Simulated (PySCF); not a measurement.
# r2SCAN0 on Ge¹⁰⁺ (germanium, charge +10)

Configuration: [Ar] 3d4, high-spin 5D determinant. Computed with PySCF 2.14 in an uncontracted even-tempered set (19 s from 0.59 bohr⁻², ratio 2.5; 13 p from 0.76 bohr⁻², ratio 2.5; 9 d from 0.76 bohr⁻², ratio 2.5; 4 f from 3.4 bohr⁻², ratio 2.7; 4 g from 5 bohr⁻², ratio 2.7), with scalar relativity by spin-free X2C-1e.

| Quantity | Value |
| --- | --- |
| Total energy | -2058.559 hartree |
| One-electron energy | -2649.948 hartree |
| Hartree (Coulomb) energy | 663.324 hartree |
| Exchange-correlation energy | -71.934 hartree |
| ⟨S²⟩ | 6.0008 |
| ⟨L²⟩ | 6.004 |
| Sum of ⟨r⟩ | 8.578 bohr |
| Sum of ⟨r²⟩ | 5.068 bohr² |
| Traceless quadrupole moment −½Σ⟨3z² − r²⟩ along its main axis | -0.0989 e·bohr² |
| Time after the integrals | 7.2 s of wall time on 2 threads of Neoverse-V2 (shared host) |

| shell | electrons | mean orbital energy (hartree) | spread (hartree) | rms radius, mean of both spins (bohr) |
| --- | --- | --- | --- | --- |
| 1s α | 1 | -415.17736 | 0 | 0.0542 |
| 1s β | 1 | -415.17713 | 0 | 0.0542 |
| 2s α | 1 | -61.55620 | 0 | 0.227 |
| 2s β | 1 | -61.29938 | 0 | 0.227 |
| 2p α | 3 | -54.95537 | 0.02339 | 0.203 |
| 2p β | 3 | -54.74598 | 0.08156 | 0.203 |
| 3s α | 1 | -15.59707 | 0 | 0.624 |
| 3s β | 1 | -15.21003 | 0 | 0.624 |
| 3p α | 3 | -13.48777 | 0.00165 | 0.634 |
| 3p β | 3 | -13.06008 | 0.12969 | 0.634 |
| 3d α | 4 | -10.17073 | 0.12648 | 0.617 |

Densities and radii are taken from the X2C orbitals without a picture-change correction, which distorts them close to the nucleus.
